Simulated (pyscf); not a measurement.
H₃Si–GaH–AsH₂, singlet

Gas-phase minimum from PySCF at ωB97X-D3(BJ)/def2-SVP, one conformer. 

```xyz
9

Si    -0.7480    -1.4932     0.3831
Ga    -0.6640     0.8441    -0.1384
As     0.1038     2.4120     1.4984
H     -2.0433    -2.1149    -0.0293
H      0.3505    -2.1970    -0.3504
H     -0.5527    -1.7379     1.8441
H     -1.1689     1.4133    -1.5134
H      1.2392     1.5180     1.9638
H      0.9578     3.1840     0.5092
```
Charge 0, spin multiplicity 1.

Bonds (Å): Si1–Ga2 2.396, Si1–H4 1.495, Si1–H5 1.497, Si1–H6 1.494, Ga2–As3 2.393, Ga2–H7 1.571, As3–H8 1.518, As3–H9 1.518. Bond angles (°): Ga2–Si1–H4 112.1, Ga2–Si1–H5 109.0, Ga2–Si1–H6 111.6, H4–Si1–H5 107.8, H4–Si1–H6 108.4, H5–Si1–H6 107.8, Si1–Ga2–As3 120.1, Si1–Ga2–H7 122.2, As3–Ga2–H7 117.7, Ga2–As3–H8 93.7, Ga2–As3–H9 93.9, H8–As3–H9 94.5.

Properties at ωB97X-D3(BJ)/def2-SVP:

Harmonic wavenumbers, unscaled: 25, 70, 129, 263, 349, 364, 436, 446, 546, 572, 667, 888, 950, 958, 1015, 1975, 2225, 2236, 2241, 2263, 2275 cm⁻¹
Zero-point energy: 29.9 kcal/mol
Rotational symmetry number: 1
Entropy of this conformer at 298 K and 1 atm, rigid rotor and harmonic oscillator, modes under 100 cm⁻¹ raised to 100: 363.1 J/(mol K)
Dipole moment: 0.53 D

Single-point totals, which compare only within one level:

| level | total energy (hartree) |
|---|---|
| ωB97X-D3(BJ)/def2-TZVP | -4453.78198 |
| PBE/def2-TZVP | -4453.04344 |
| r²SCAN/def2-TZVP | -4453.78562 |
| B3LYP-D3(BJ)/def2-TZVP | -4453.97050 |
| PBE0-D3(BJ)/def2-TZVP | -4453.18975 |
| M06-2X/def2-TZVP | -4453.80041 |
| ωB97M-D3(BJ)/def2-TZVP | -4453.91465 |

The lowest mode is so soft that the shape along it may change with the basis. Soft torsions are taken as harmonic, which can shift the entropy by several J/(mol K). Elements up to Kr have no core potential and no relativistic terms here.
